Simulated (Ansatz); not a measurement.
`[OH][Ga]([Cl])[Br]` + H₂O → `[OH][Ga]([OH])[Br]` + HCl at 298.15 K and 1 bar (formal hydrolysis of a Ga–Cl bond).

Gas-phase electronic energies from Ansatz, PBE0-D4/def2-TZVP geometries. CCSD(T)/CBS is the MP2 limit (def2-TZVPP, def2-QZVPP) plus CCSD(T) − MP2 in def2-TZVPP, frozen cores. This one scheme is used for every species. For Br, Ga outer-core shells are correlated without core-valence functions, which leaves a few kJ/mol of doubt a bond. Scalar relativity is left out up to krypton. One conformer a species, not always the lowest.

```tsv
species	CCSD(T)/CBS energy (Eh)	H − E (kJ/mol)	S (J/(mol·K))
`[OH][Ga]([Cl])[Br]`	-5032.95761	60.2	346.6
H₂O	-76.37941	66.4	188.7
`[OH][Ga]([OH])[Br]`	-4648.93401	93.0	341.7
HCl	-460.38127	26.6	186.8
```

H − E and S are ideal-gas, rigid-rotor, harmonic terms from PBE0-D4/def2-TZVP, for one conformer and one mirror image of each species. 1 Eh = 2625.50 kJ/mol, R = 8.31446 J/(mol·K).

Q: By hand: ΔE, ΔH, ΔS and ΔG.

A: ΔE = (-4648.93401) + (-460.38127) − (-5032.95761) − (-76.37941) = 0.02174 Eh = 57.1 kJ/mol. Δ(H − E) = 93.0 + 26.6 − 60.2 − 66.4 = -7.0, so ΔH = 50.1 kJ/mol. ΔS = 341.7 + 186.8 − 346.6 − 188.7 = -6.8 J/(mol·K). ΔG = 50.1 − 298.15 × (-6.8)/1000 = 52.1 kJ/mol.

Q: By hand: the equilibrium constant, and the temperature at which ΔG would vanish if ΔH and ΔS stayed fixed.

A: log₁₀ K = −ΔG/(RT ln 10) = -9.1. ΔH and −TΔS have one sign here, so there is no such temperature.

The number of gas molecules stays the same, so ΔS is small and ΔH decides. A doubt of 5 kJ/mol in ΔE shifts log₁₀ K by 0.9 here. Other conformers and mirror images would add mixing entropy, several J/(mol·K) or more a flexible species. These are equilibria of isolated gas molecules and say nothing of rates. Largest T1 diagnostic: 0.012 (customary marks: 0.02 for closed shells, 0.045 for open ones).

ΔS is within the doubt of such terms, so its sign, and with it that verdict, could turn.
